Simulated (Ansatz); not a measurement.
A short molecular-dynamics run on `C#[C][GaH][SH]`.

```yaml
crystal:
  periodic: [false, false, false]
  atoms:
    - {symbol: C, position_ang: [-1.807688, -0.921790, -0.516561]}
    - {symbol: C, position_ang: [-0.857929, -0.430517, 0.046525]}
    - {symbol: Ga, position_ang: [0.650279, 0.349429, 0.917680]}
    - {symbol: S, position_ang: [2.241645, 1.118260, -0.379137]}
    - {symbol: H, position_ang: [-2.647297, -1.356019, -1.010487]}
    - {symbol: H, position_ang: [0.810766, 0.467812, 2.455392]}
    - {symbol: H, position_ang: [1.610224, 0.772814, -1.513402]}
basis:
  gaussian: {orbitals: "6-31G*"}
hamiltonian: {xc: {name: PBE}, dispersion: d4}
md: {timestep: 1 fs, n_steps: 50, ensemble: nve, temperature: 700, initial_velocities: maxwell_boltzmann, seed: 653}
```

```sh
$ ansatz run in.yaml --threads 2 --pin off --events-out ev --progress --plain --max-ram 4352MiB
```

```
step  time (fs)  potential energy (eV)  kinetic (eV)  T (K)  conserved (eV)
   0        0.0            -65311.9113        0.4524    700     -65311.4589
   1        1.0            -65311.8966        0.4380    678     -65311.4586
   2        2.0            -65311.8534        0.3970    614     -65311.4564
   3        3.0            -65311.8151        0.3599    557     -65311.4552
   4        4.0            -65311.8003        0.3443    533     -65311.4560
   5        5.0            -65311.7970        0.3393    525     -65311.4577
   6        6.0            -65311.7780        0.3194    494     -65311.4585
   7        7.0            -65311.7301        0.2728    422     -65311.4572
   8        8.0            -65311.6708        0.2153    333     -65311.4555
   9        9.0            -65311.6253        0.1700    263     -65311.4554
  10       10.0            -65311.5980        0.1422    220     -65311.4559
  11       11.0            -65311.5820        0.1259    195     -65311.4561
  12       12.0            -65311.5737        0.1175    182     -65311.4562
  13       13.0            -65311.5713        0.1150    178     -65311.4563
  14       14.0            -65311.5724        0.1158    179     -65311.4566
  15       15.0            -65311.5715        0.1145    177     -65311.4570
  16       16.0            -65311.5634        0.1070    165     -65311.4564
  17       17.0            -65311.5597        0.1053    163     -65311.4544
  18       18.0            -65311.5900        0.1358    210     -65311.4542
  19       19.0            -65311.6558        0.1986    307     -65311.4572
  20       20.0            -65311.7135        0.2541    393     -65311.4594
  21       21.0            -65311.7312        0.2728    422     -65311.4583
  22       22.0            -65311.7237        0.2678    414     -65311.4559
  23       23.0            -65311.7279        0.2732    423     -65311.4547
  24       24.0            -65311.7621        0.3061    474     -65311.4559
  25       25.0            -65311.8083        0.3502    542     -65311.4580
  26       26.0            -65311.8346        0.3762    582     -65311.4584
  27       27.0            -65311.8333        0.3765    583     -65311.4567
  28       28.0            -65311.8263        0.3706    573     -65311.4558
  29       29.0            -65311.8267        0.3697    572     -65311.4570
  30       30.0            -65311.8187        0.3608    558     -65311.4579
  31       31.0            -65311.7913        0.3342    517     -65311.4571
  32       32.0            -65311.7565        0.3004    465     -65311.4562
  33       33.0            -65311.7290        0.2726    422     -65311.4564
  34       34.0            -65311.7064        0.2491    385     -65311.4572
  35       35.0            -65311.6758        0.2184    338     -65311.4574
  36       36.0            -65311.6349        0.1787    276     -65311.4562
  37       37.0            -65311.6006        0.1455    225     -65311.4551
  38       38.0            -65311.5875        0.1314    203     -65311.4561
  39       39.0            -65311.5819        0.1244    192     -65311.4575
  40       40.0            -65311.5626        0.1056    163     -65311.4571
  41       41.0            -65311.5352        0.0799    124     -65311.4553
  42       42.0            -65311.5255        0.0714    111     -65311.4541
  43       43.0            -65311.5512        0.0966    149     -65311.4546
  44       44.0            -65311.6045        0.1479    229     -65311.4566
  45       45.0            -65311.6560        0.1976    306     -65311.4583
  46       46.0            -65311.6803        0.2225    344     -65311.4578
  47       47.0            -65311.6860        0.2305    357     -65311.4555
  48       48.0            -65311.7058        0.2508    388     -65311.4549
  49       49.0            -65311.7473        0.2906    450     -65311.4567
  50       50.0            -65311.7868        0.3289    509     -65311.4579
```

Velocities are drawn at the set temperature; a run this short doesn't reach equilibrium.

Frames (Å, forces in eV/Å):

```xyz
7
time=0.0 fs
C    -1.808   -0.922   -0.517   -1.243   -0.643   -0.735
C    -0.858   -0.431    0.047    1.563    0.808    0.895
Ga    0.650    0.349    0.918   -0.265   -0.132    0.041
S     2.242    1.118   -0.379    0.428    0.220    0.211
H    -2.647   -1.356   -1.010   -0.301   -0.156   -0.173
H     0.811    0.468    2.455    0.034    0.020    0.138
H     1.610    0.773   -1.513   -0.216   -0.118   -0.377
7
time=2.0 fs
C    -1.801   -0.918   -0.519   -2.932   -1.603   -1.293
C    -0.857   -0.425    0.047    1.812    0.959    0.894
Ga    0.651    0.350    0.915   -0.312   -0.178   -0.149
S     2.243    1.119   -0.375   -0.087   -0.075   -0.716
H    -2.715   -1.418   -0.909    1.053    0.606    0.296
H     0.737    0.403    2.445    0.138    0.091    0.419
H     1.578    0.738   -1.535    0.327    0.200    0.551
7
time=4.0 fs
C    -1.803   -0.919   -0.525   -2.016   -1.199   -0.338
C    -0.850   -0.418    0.050    0.532    0.310    0.011
Ga    0.651    0.350    0.912   -0.214   -0.144    0.027
S     2.244    1.120   -0.372   -0.295   -0.212   -1.062
H    -2.745   -1.458   -0.797    1.225    0.753    0.080
H     0.668    0.341    2.449    0.207    0.136    0.381
H     1.558    0.710   -1.536    0.559    0.356    0.901
7
time=6.0 fs
C    -1.811   -0.924   -0.532    0.677    0.241    1.133
C    -0.842   -0.409    0.053   -1.266   -0.626   -1.152
Ga    0.651    0.350    0.910   -0.070   -0.094    0.483
S     2.245    1.121   -0.369   -0.115   -0.117   -0.731
H    -2.731   -1.472   -0.683    0.105    0.136   -0.374
H     0.607    0.285    2.467    0.270    0.184    0.071
H     1.558    0.695   -1.505    0.399    0.277    0.571
7
time=8.0 fs
C    -1.817   -0.928   -0.535    2.502    1.276    1.850
C    -0.838   -0.402    0.053   -2.196   -1.116   -1.776
Ga    0.652    0.350    0.907   -0.008   -0.094    0.923
S     2.246    1.122   -0.368    0.408    0.206    0.162
H    -2.713   -1.480   -0.583   -0.927   -0.477   -0.556
H     0.556    0.235    2.488    0.336    0.242   -0.275
H     1.573    0.690   -1.453   -0.114   -0.038   -0.328
7
time=10.0 fs
C    -1.816   -0.928   -0.533    1.282    0.555    1.648
C    -0.840   -0.398    0.047   -1.708   -0.856   -1.549
Ga    0.652    0.350    0.905   -0.088   -0.162    1.124
S     2.248    1.122   -0.367    0.863    0.507    0.922
H    -2.726   -1.504   -0.503   -0.171   -0.002   -0.578
H     0.518    0.195    2.499    0.390    0.294   -0.470
H     1.583    0.684   -1.414   -0.569   -0.336   -1.097
7
time=12.0 fs
C    -1.811   -0.927   -0.525   -1.098   -0.841    1.022
C    -0.848   -0.397    0.036   -0.194   -0.038   -0.721
Ga    0.652    0.350    0.904   -0.259   -0.264    1.031
S     2.250    1.124   -0.364    0.632    0.360    0.579
H    -2.745   -1.527   -0.446    0.842    0.650   -0.704
H     0.495    0.166    2.492    0.417    0.321   -0.444
H     1.573    0.666   -1.414   -0.341   -0.188   -0.762
7
time=14.0 fs
C    -1.809   -0.928   -0.515   -2.297   -1.499    0.345
C    -0.856   -0.397    0.023    1.342    0.806    0.106
Ga    0.652    0.350    0.903   -0.409   -0.335    0.690
S     2.253    1.126   -0.361    0.020   -0.056   -0.350
H    -2.735   -1.527   -0.416    0.673    0.548   -0.757
H     0.488    0.149    2.469    0.406    0.310   -0.200
H     1.551    0.641   -1.441    0.265    0.227    0.167
7
time=16.0 fs
C    -1.814   -0.934   -0.503   -1.326   -0.841    0.035
C    -0.860   -0.393    0.010    1.869    1.097    0.385
Ga    0.652    0.350    0.903   -0.453   -0.333    0.215
S     2.256    1.127   -0.358   -0.348   -0.315   -0.896
H    -2.702   -1.509   -0.414   -0.723   -0.355   -0.649
H     0.497    0.144    2.438    0.362    0.265    0.194
H     1.539    0.625   -1.463    0.620    0.481    0.716
7
time=18.0 fs
C    -1.823   -0.943   -0.491    0.082    0.035    0.222
C    -0.859   -0.387   -0.002    1.297    0.762    0.162
Ga    0.651    0.349    0.903   -0.395   -0.274   -0.195
S     2.259    1.129   -0.357   -0.309   -0.291   -0.810
H    -2.696   -1.503   -0.438   -1.545   -0.892   -0.568
H     0.519    0.150    2.415    0.305    0.210    0.556
H     1.550    0.627   -1.459    0.564    0.450    0.633
7
time=20.0 fs
C    -1.833   -0.951   -0.478   -0.366   -0.277    0.541
C    -0.853   -0.378   -0.013    0.265    0.147   -0.189
Ga    0.650    0.349    0.902   -0.296   -0.213   -0.306
S     2.261    1.130   -0.356    0.123    0.012   -0.107
H    -2.742   -1.527   -0.483   -0.101    0.012   -0.508
H     0.553    0.163    2.412    0.259    0.181    0.633
H     1.581    0.645   -1.433    0.115    0.138   -0.065
7
time=22.0 fs
C    -1.843   -0.961   -0.463   -0.619   -0.430    0.650
C    -0.846   -0.368   -0.025   -0.871   -0.543   -0.520
Ga    0.649    0.348    0.902   -0.196   -0.181   -0.065
S     2.264    1.131   -0.355    0.679    0.404    0.809
H    -2.793   -1.552   -0.547    1.246    0.830   -0.251
H     0.597    0.183    2.433    0.215    0.182    0.343
H     1.616    0.668   -1.409   -0.454   -0.262   -0.967
7
time=24.0 fs
C    -1.856   -0.971   -0.447    0.344    0.203    0.682
C    -0.843   -0.360   -0.039   -1.791   -1.121   -0.702
Ga    0.648    0.347    0.901   -0.121   -0.172    0.301
S     2.267    1.133   -0.353    0.702    0.415    0.861
H    -2.799   -1.547   -0.620    1.206    0.772   -0.033
H     0.649    0.211    2.466    0.147    0.183   -0.116
H     1.635    0.682   -1.421   -0.487   -0.279   -0.994
7
time=26.0 fs
C    -1.867   -0.981   -0.428    1.873    1.182    0.775
C    -0.845   -0.356   -0.054   -2.020   -1.306   -0.558
Ga    0.647    0.346    0.901   -0.106   -0.177    0.527
S     2.271    1.135   -0.351    0.182    0.043   -0.045
H    -2.763   -1.514   -0.696   -0.001    0.018   -0.153
H     0.706    0.245    2.495    0.052    0.156   -0.487
H     1.637    0.686   -1.467    0.021    0.085   -0.059
7
time=28.0 fs
C    -1.872   -0.988   -0.406    1.966    1.269    0.559
C    -0.853   -0.356   -0.072   -1.129   -0.827    0.023
Ga    0.646    0.345    0.901   -0.163   -0.189    0.488
S     2.276    1.137   -0.348   -0.243   -0.250   -0.822
H    -2.726   -1.479   -0.778   -0.801   -0.469   -0.354
H     0.766    0.285    2.507   -0.052    0.102   -0.638
H     1.639    0.693   -1.517    0.422    0.363    0.745
7
time=30.0 fs
C    -1.872   -0.990   -0.384   -0.542   -0.187   -0.698
C    -0.864   -0.358   -0.089    0.731    0.254    0.890
Ga    0.645    0.344    0.901   -0.256   -0.190    0.188
S     2.280    1.138   -0.347   -0.325   -0.296   -0.970
H    -2.714   -1.460   -0.872    0.062   -0.004    0.220
H     0.823    0.329    2.494   -0.137    0.037   -0.539
H     1.657    0.714   -1.540    0.466    0.385    0.910
7
time=32.0 fs
C    -1.873   -0.993   -0.363   -2.603   -1.371   -1.906
C    -0.874   -0.360   -0.104    2.244    1.147    1.538
Ga    0.644    0.343    0.901   -0.323   -0.165   -0.291
S     2.283    1.140   -0.346   -0.067   -0.111   -0.429
H    -2.701   -1.442   -0.956    0.770    0.349    0.926
H     0.876    0.374    2.461   -0.183   -0.022   -0.217
H     1.691    0.748   -1.529    0.163    0.172    0.378
7
time=34.0 fs
C    -1.882   -1.000   -0.348   -1.888   -0.918   -1.830
C    -0.876   -0.358   -0.113    2.032    0.984    1.621
Ga    0.642    0.341    0.901   -0.330   -0.114   -0.803
S     2.287    1.141   -0.346    0.399    0.194    0.596
H    -2.661   -1.412   -1.007    0.319    0.074    0.832
H     0.921    0.419    2.420   -0.182   -0.057    0.222
H     1.731    0.789   -1.505   -0.349   -0.163   -0.639
7
time=36.0 fs
C    -1.896   -1.010   -0.339    0.793    0.681   -0.623
C    -0.872   -0.353   -0.118    0.486   -0.006    1.329
Ga    0.640    0.340    0.901   -0.265   -0.046   -1.137
S     2.291    1.143   -0.346    0.588    0.301    1.083
H    -2.612   -1.380   -1.029   -0.862   -0.561   -0.092
H     0.960    0.461    2.388   -0.166   -0.073    0.555
H     1.759    0.825   -1.505   -0.575   -0.297   -1.115
7
time=38.0 fs
C    -1.909   -1.018   -0.332    2.377    1.661   -0.102
C    -0.867   -0.348   -0.118   -0.927   -0.896    1.026
Ga    0.639    0.338    0.900   -0.126    0.045   -1.123
S     2.296    1.145   -0.344    0.223    0.083    0.328
H    -2.592   -1.368   -1.052   -1.121   -0.695   -0.353
H     0.992    0.501    2.376   -0.192   -0.098    0.564
H     1.766    0.849   -1.544   -0.234   -0.100   -0.341
7
time=40.0 fs
C    -1.914   -1.021   -0.326    1.839    1.425   -1.024
C    -0.864   -0.346   -0.115   -1.490   -1.236    0.869
Ga    0.637    0.337    0.899    0.057    0.159   -0.822
S     2.301    1.147   -0.341   -0.219   -0.146   -0.650
H    -2.613   -1.381   -1.086   -0.095   -0.156    0.688
H     1.017    0.537    2.384   -0.277   -0.154    0.273
H     1.764    0.870   -1.595    0.185    0.109    0.666
7
time=42.0 fs
C    -1.913   -1.019   -0.323    0.944    0.897   -1.695
C    -0.866   -0.348   -0.109   -1.311   -1.105    0.858
Ga    0.635    0.335    0.897    0.215    0.273   -0.472
S     2.306    1.149   -0.340   -0.396   -0.215   -1.014
H    -2.637   -1.400   -1.094    0.589    0.222    1.350
H     1.031    0.567    2.403   -0.372   -0.225   -0.095
H     1.769    0.895   -1.622    0.332    0.153    1.067
7
time=44.0 fs
C    -1.909   -1.014   -0.325    0.571    0.590   -1.432
C    -0.872   -0.353   -0.101   -0.651   -0.676    0.959
Ga    0.633    0.334    0.894    0.299    0.355   -0.260
S     2.310    1.150   -0.340   -0.275   -0.142   -0.632
H    -2.642   -1.412   -1.053    0.309    0.099    0.984
H     1.031    0.588    2.419   -0.425   -0.279   -0.344
H     1.786    0.925   -1.611    0.171    0.053    0.724
7
time=46.0 fs
C    -1.903   -1.008   -0.331    0.729    0.568   -0.538
C    -0.881   -0.360   -0.089    0.291   -0.073    1.114
Ga    0.631    0.333    0.892    0.301    0.393   -0.244
S     2.314    1.152   -0.340    0.100    0.017    0.396
H    -2.637   -1.422   -0.976   -0.763   -0.474   -0.069
H     1.014    0.599    2.422   -0.412   -0.296   -0.391
H     1.808    0.957   -1.573   -0.248   -0.135   -0.268
7
time=48.0 fs
C    -1.895   -0.999   -0.340   -0.020    0.047   -0.438
C    -0.888   -0.368   -0.073    1.348    0.604    1.263
Ga    0.630    0.332    0.889    0.252    0.389   -0.410
S     2.318    1.153   -0.340    0.415    0.119    1.276
H    -2.660   -1.449   -0.900   -1.061   -0.631   -0.349
H     0.982    0.598    2.410   -0.331   -0.266   -0.224
H     1.821    0.984   -1.545   -0.603   -0.263   -1.118
7
time=50.0 fs
C    -1.888   -0.991   -0.350   -1.894   -1.133   -1.178
C    -0.891   -0.374   -0.054    1.911    0.978    1.247
Ga    0.629    0.332    0.887    0.217    0.372   -0.677
S     2.323    1.155   -0.338    0.211    0.038    0.878
H    -2.718   -1.497   -0.835    0.189    0.145    0.318
H     0.938    0.588    2.391   -0.205   -0.197    0.106
H     1.813    1.001   -1.557   -0.430   -0.201   -0.694
```

It took 77 s on 2 threads of an Arm Neoverse V1 on a shared host, with 0.13 GiB of host memory at the peak.
